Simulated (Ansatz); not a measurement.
Ansatz results at the PBE0-D4/def2-TZVP geometry: LUMO energy (PBE/def2-TZVPP) -1.25 eV; ideal-gas entropy at 298 K and 1 bar (rigid rotor, harmonic PBE0-D4/def2-TZVP) 289 J/(mol·K); HOMO energy (ωB97M-V/def2-TZVPP) -10.03 eV.

Question: Which molecule gave them?
A. `B1COCO1`
B. `OC1(O)BC1`
C. `F[SiH]1C[S][Al]1[Cl]`
D. `NC[SiH2]Cl`

Answer: A. The others give `F[SiH]1C[S][Al]1[Cl]`: -2.64, 383, -9.46; `OC1(O)BC1`: -2.63, 306, -9.30; `NC[SiH2]Cl`: -0.59, 326, -9.53.
